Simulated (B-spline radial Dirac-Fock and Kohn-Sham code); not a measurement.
Dipole and non-dipole photoemission parameters of Te³⁺ 2p1/2

System: Te³⁺, configuration 1s2 2s2 2p6 3s2 3p6 3d10 4s2 4p6 4d10 5s2 5p1; threshold 4651.3 eV (orbital energy of the model). These are calculated numbers from a radial finite-basis atomic code; the model is Dirac-Hartree-Slater photoionisation with a Latter tail; cross sections with all multipoles, angular parameters from the dipole term and its interference with E2.

Input of the calculation (task.json; shells as n, l, electrons):

```json
{"items": [{
  "Z": 52,
  "q": 3,
  "cfg": [[1, 0, 2], [2, 0, 2], [2, 1, 6], [3, 0, 2], [3, 1, 6], [3, 2, 10], [4, 0, 2], [4, 1, 6], [4, 2, 10], [5, 0, 2], [5, 1, 1]],
  "A": 130,
  "rrms": 4.7423,
  "do": "xps",
  "hv": [80, 83.4, 83.7, 91.8, 100, 139.0, 141.0, 160.0, 169.0, 190.0, 471.0, 576.0, 642.0, 993.0, 1280.0, 1320.0, 1486.9, 1590.0, 1990.0, 2000, 2984.4, 4000, 4540.0, 4820.0, 4940.0, 5300.0, 5320.0, 8840.0, 12000, 15000]
}]}
```

Command: `python xray2_run.py task.json out`

```
hν (eV)  σ (kb)      β       γ       δ
   4820    49.3  1.073  -0.405  -0.017
   4940    46.5  1.176  -0.375  -0.007
   5300    38.8  1.317  -0.218   0.011
   5320       ?      ?       ?       ?
   8840    9.53  1.416   0.852   0.061
  12000    3.91  1.339   1.368   0.093
  15000    2.00  1.262   1.711   0.125
```

Question: Give the values at 5320 eV.

Answer: σ = 38.4 kb, β = 1.322, γ = -0.208, δ = 0.011.
